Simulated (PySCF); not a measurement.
Isomers C$_{7}$H$_{11}$N$_{2}$P:

A. `InChI=1S/C7H11N2P/c1-2-7-8-9(5-10-7)6-3-4-6/h5-6H,2-4H2,1H3`
B. SMILES C=Cc1nn(C(C)C)cp1
C. SMILES Cc1cc(N(C)C)pcn1

Spectrum 1. ¹³C{¹H} NMR (computed): δ 189.3 (CH), 185.3 (C), 162.4 (C), 105.4 (CH), 43.3 (CH3), 29.8 (CH3).

Spectrum 2. ¹³C{¹H} NMR (computed): δ 190.4 (C), 162.9 (CH), 37.9 (CH), 28.8 (CH2), 16.0 (CH3), 10.9 (CH2).

Spectrum 3. ¹³C{¹H} NMR (computed): δ 183.0 (C), 158.4 (CH), 141.7 (CH), 122.5 (CH2), 58.2 (CH), 25.7 (CH3).

All values are calculated (PySCF 2.14): shielding tensors at PBE0/pcSseg-1 (GIAO), geometry from GFN2-xTB. Relativity neglected, averaged over atoms made equivalent by symmetry, fast rotation or ring inversion, no solvent, one conformer.

References, each an isolated molecule treated in the same way: TMS for ¹³C (σ = 186.93 ppm). Splittings of carbon signals by F and P are missing where no couplings were computed. Shifts are as computed. Against solution values, carbons near 30 ppm lie about +3 ppm off and those near 130 ppm about +5 ppm. Of 1211 compounds with measured shifts, 218 miss one by over three times the rms of a fit or turn the order of signals round; such compounds aren't used in these exercises.

Problem. Which spectrum belongs to which compound?

Solution. 1–C, 2–A, 3–B.

- Spectrum 1 (C): 6 ¹³C signals; δC 189.3 is an aromatic CH next to a ring nitrogen; δC 185.3 is an aromatic carbon bearing nitrogen.
- Spectrum 2 (A): 6 ¹³C signals; δC 162.9 is an aromatic CH next to a ring nitrogen; δC 37.9 is a three-membered-ring carbon.
- Spectrum 3 (B): 6 ¹³C signals; δC 158.4 is an aromatic CH next to a ring nitrogen; δC 141.7 is an alkene CH.
